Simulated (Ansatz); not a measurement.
A nudged elastic band was laid between two geometries of ClH + GeH4 (7 atoms, charge 0, multiplicity 1).

The calculation used RKS PBE0/def2-SVP (Ansatz 0.2.0).

```yaml
movable_images: 9
climbing_image: yes
spring: 5.0 eV/Å²
optimiser: fire
start_path: through a guess of the saddle point
force_threshold: 0.03 eV/Å
iteration_limit: 60
end_points: relaxed
largest_step: 0.5 Å
```

First end point:

```xyz
7
Properties=species:S:1:pos:R:3
Ge 0.362 0.000 -0.156
H 0.387 0.000 1.384
H 1.811 0.000 -0.670
H -0.362 1.259 -0.654
H -0.362 -1.259 -0.654
Cl -3.092 0.000 1.501
H -2.115 0.000 2.337
```

Last end point:

```xyz
7
Properties=species:S:1:pos:R:3
Ge -0.375 0.000 -0.777
H -0.156 0.000 3.545
H 0.813 0.000 0.194
H -0.406 1.269 -1.639
H -0.406 -1.269 -1.639
Cl -2.179 0.000 0.429
H -0.661 0.000 2.974
```

(1) Which bonds break or form, and what moves?

(2) Give the energies along the band, and the barrier.

(3) What is the geometry of the highest image?

## Answers

(1) Bonds broken: Ge1–H2, Cl6–H7. Bonds formed: Ge1–Cl6, H2–H7. ClH + GeH4 becomes ClGeH3 + H2.

(2) It converged. The highest image is number 5 of 0 to 10, 170.1 kJ/mol above the first end and 210.1 kJ/mol above the last; the last end lies 40.0 kJ/mol below the first. Another band between the same ends (9 images) ends at a top of the same energy, where a vibrational analysis finds 2 clearly imaginary modes. The orbitals stay closed-shell, which can raise the energy where a bond breaks towards radicals; this wasn't checked here.

| image | path coordinate (Å) | energy (kJ/mol) | Ge1–H2 (Å) | Cl6–H7 (Å) | Ge1–Cl6 (Å) |
| --- | --- | --- | --- | --- | --- |
| 0 | 0.00 | 0.0 | 1.54 | 1.29 | 3.83 |
| 1 | 0.44 | 0.8 | 1.54 | 1.29 | 3.68 |
| 2 | 0.88 | 5.0 | 1.55 | 1.29 | 3.49 |
| 3 | 1.31 | 28.2 | 1.56 | 1.31 | 3.14 |
| 4 | 1.75 | 100.0 | 1.65 | 1.42 | 2.80 |
| 5 | 2.19 | 170.1 | 1.84 | 1.75 | 2.59 |
| 6 | 2.79 | 92.1 | 2.23 | 2.06 | 2.31 |
| 7 | 3.40 | 10.2 | 2.67 | 2.27 | 2.20 |
| 8 | 4.00 | -28.8 | 3.18 | 2.53 | 2.17 |
| 9 | 4.61 | -38.5 | 3.77 | 2.72 | 2.17 |
| 10 | 5.22 | -40.0 | 4.33 | 2.96 | 2.17 |

(3) 
```xyz
7
Properties=species:S:1:pos:R:3
Ge -0.193 0.000 -0.087
H 0.031 0.000 1.740
H 1.360 0.000 0.028
H -0.600 1.330 -0.717
H -0.600 -1.330 -0.717
Cl -2.499 0.000 1.102
H -0.868 0.000 1.740
```

Time of the run: 18 min on 1 thread of Arm Neoverse V1 (shared host), peak memory 0.18 GiB.
